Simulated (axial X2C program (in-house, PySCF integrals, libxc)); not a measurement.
## Density and ELF of WP⁻

Computed with an in-house all-electron X2C program for linear molecules (integrals from PySCF). Two-component (2c) means X2C with spin–orbit coupling and atomic mean-field two-electron Coulomb and Gaunt terms. Basis: W dyall-acv3z [14s15p10d7f4g], P dyall-av3z [9s8p3d2f] (cores contracted in-house); Gaussian nuclei, density fitting, unrestricted open shells. Masses: W 183.951 u, P 30.974 u.

PBE0, 2c, state Ω = 1 (⟨Sz⟩ = 0.99, ⟨Lz⟩ = 0.01 at PBE0); W at z = 0, P at z = 2.130 Å.

The maps cover the half plane through the axis: z from -2.4 to 4.2 Å along the bond, ρ from 0.15 to 2.25 Å away from it.

log10 of the density in e/bohr³:

```
 ρ\z  -2.4  -1.8  -1.2  -0.6   0.0   0.6   1.2   1.8   2.4   3.0   3.6   4.2
0.15  -2.7  -2.2  -1.5  -0.1   1.8  -0.1  -0.8   0.1   0.4  -1.1  -1.8  -2.6
0.45  -2.7  -2.3  -1.6  -0.4   0.4  -0.5  -0.9  -0.8  -0.7  -1.2  -1.9  -2.7
0.75  -2.8  -2.3  -1.8  -1.0  -0.4  -0.9  -1.2  -1.0  -1.1  -1.4  -2.0  -2.8
1.05  -2.8  -2.4  -2.0  -1.4  -1.1  -1.4  -1.4  -1.3  -1.4  -1.7  -2.3  -2.9
1.35  -2.9  -2.6  -2.2  -1.8  -1.6  -1.7  -1.7  -1.7  -1.7  -2.0  -2.5  -3.1
1.65  -3.1  -2.7  -2.4  -2.1  -1.9  -2.0  -2.1  -2.0  -2.1  -2.4  -2.8  -3.3
1.95  -3.2  -2.9  -2.6  -2.3  -2.3  -2.3  -2.4  -2.4  -2.5  -2.7  -3.1  -3.6
2.25  -3.4  -3.1  -2.8  -2.6  -2.6  -2.6  -2.7  -2.8  -2.9  -3.1  -3.4  -3.8
```

Electron localisation function (collinear form, no current term, damped to 0 at low density):

```
 ρ\z  -2.4  -1.8  -1.2  -0.6   0.0   0.6   1.2   1.8   2.4   3.0   3.6   4.2
0.15  0.68  0.31  0.21  0.62  0.26  0.52  0.70  0.64  0.82  0.89  0.89  0.62
0.45  0.68  0.33  0.15  0.56  0.35  0.47  0.72  0.08  0.08  0.92  0.87  0.57
0.75  0.70  0.38  0.13  0.32  0.61  0.28  0.71  0.65  0.65  0.91  0.82  0.48
1.05  0.70  0.47  0.21  0.25  0.43  0.25  0.66  0.79  0.83  0.85  0.72  0.35
1.35  0.69  0.56  0.37  0.36  0.41  0.31  0.57  0.71  0.76  0.74  0.57  0.21
1.65  0.63  0.63  0.51  0.49  0.46  0.32  0.43  0.56  0.60  0.56  0.38  0.10
1.95  0.49  0.64  0.58  0.54  0.45  0.28  0.28  0.38  0.41  0.36  0.19  0.03
2.25  0.30  0.55  0.58  0.51  0.39  0.21  0.16  0.21  0.23  0.18  0.07  0.01
```

Axial spin density in 10⁻³ e/bohr³:

```
 ρ\z  -2.4  -1.8  -1.2  -0.6    0.0   0.6   1.2    1.8    2.4   3.0   3.6   4.2
0.15  -1.2  -1.7   3.8  39.1  106.0  45.1  -0.8    0.3    0.1  -2.0  -0.8  -0.2
0.45  -1.1  -1.6   2.5  38.1   48.5  37.9   0.6   -9.5   -6.9  -3.5  -0.8  -0.2
0.75  -1.0  -1.5   1.4  29.6   92.6  31.6   1.9  -11.5  -11.8  -3.8  -0.8  -0.2
1.05  -0.9  -1.2   0.8  16.5   42.8  19.5   2.1   -6.7   -7.7  -2.9  -0.7  -0.2
1.35  -0.7  -1.0   0.3   7.6   16.9   9.7   1.6   -3.0   -3.8  -1.7  -0.5  -0.1
1.65  -0.5  -0.7  -0.1   3.2    6.6   4.5   0.9   -1.3   -1.7  -0.9  -0.3  -0.1
1.95  -0.4  -0.5  -0.2   1.2    2.5   1.9   0.5   -0.5   -0.8  -0.5  -0.2  -0.1
2.25  -0.3  -0.3  -0.2   0.4    0.9   0.8   0.2   -0.2   -0.3  -0.2  -0.1   0.0
```

The state is a single determinant with fixed occupations, the lowest that a limited PBE0 search found. Density functionals use the spin component along the axis (collinear). Other states lie close and PBE0, whose exact exchange favours high spin, may order them wrongly; the determinant shown need not be the ground state. The nearest other 2c determinant of the search, Ω = 0, lies 0.44 eV up at the distance of the search. With several unpaired electrons one determinant need not be a pure state. Open-shell Ω = 0 determinants with evenly filled partner blocks cannot be reached by this program, so the Ω shown need not be the lowest component. The highest occupied level of some functionals is positive through self-interaction error; at Hartree–Fock it is bound. The determinant is spin-polarised beyond a pure state at some levels (its spin-free form has ⟨S²⟩ too high), which makes Re and μ there less reliable.
